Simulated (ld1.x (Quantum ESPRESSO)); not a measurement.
# Which change was made? (P, TM)

```json
{"Element": "phosphorus", "Generator": "ld1.x (Quantum ESPRESSO) 7.5", "Type": "norm-conserving Troullier–Martins (Kleinman–Bylander form)", "Functional": "PBE", "Relativity": "scalar-relativistic", "Frozen core": "[Ne]", "Valence charge": "5", "Reference configuration": "3s2 3p2.5 (charge +0.5)", "Partial waves": "3s (bound): rc 1.55 bohr; 3p (bound): rc 1.20 bohr", "Local potential": "all-electron potential smoothed inside 1.35 bohr (lloc = -1)", "Core correction": "a·sin(br)/r model core inside 0.85 bohr"}
```

Cutoffs, loose and tight: the cutoffs (Ry, on a coarse ladder) from which the occupation-weighted sum of valence levels, in a spherical-Bessel basis at the reference potential, stays within 10 and 1 mRy of its value at 400 Ry. They do not see the model core or the augmentation charge, which bear on the density cutoff. Test errors are all-electron minus pseudo excitation energies from the reference, over the configurations 3s2 3p3; 3s2 3p2; 3s2 3p1; 3s2 3p3.3; 3s1 3p4; 3s0 3p5; 3s2 3p0; variants that change the core or the reference have their own tests.

The base gives: outcome: generated; cutoff, loose: 70 Ry; cutoff, tight: 90 Ry; bound ghosts: none; largest test error (meV): +61.

Q: After one change the result is: outcome: generated; cutoff, loose: 15 Ry; cutoff, tight: 35 Ry; bound ghosts: none; largest test error (meV): +125. Which change was it?
A. all radii but the core radius scaled by about 1.07 (s 1.66, p 1.28 bohr); local potential all-electron potential smoothed inside 1.44 bohr (lloc = -1)
B. all radii but the core radius scaled by about 0.75 (s 1.16, p 0.90 bohr); local potential all-electron potential smoothed inside 1.02 bohr (lloc = -1)
C. all radii but the core radius scaled by about 1.37 (s 2.14, p 1.64 bohr); local potential all-electron potential smoothed inside 1.86 bohr (lloc = -1)

A: C. The others give: all radii but the core radius scaled by about 0.75 (s 1.16, p 0.90 bohr); local potential all-electron potential smoothed inside 1.02 bohr (lloc = -1) → outcome: generated; cutoff, loose: over 300 Ry; cutoff, tight: over 300 Ry; bound ghosts: p, s; largest test error (meV): +438 | all radii but the core radius scaled by about 1.07 (s 1.66, p 1.28 bohr); local potential all-electron potential smoothed inside 1.44 bohr (lloc = -1) → outcome: generated; cutoff, loose: 60 Ry; cutoff, tight: 100 Ry; bound ghosts: none; largest test error (meV): +66.
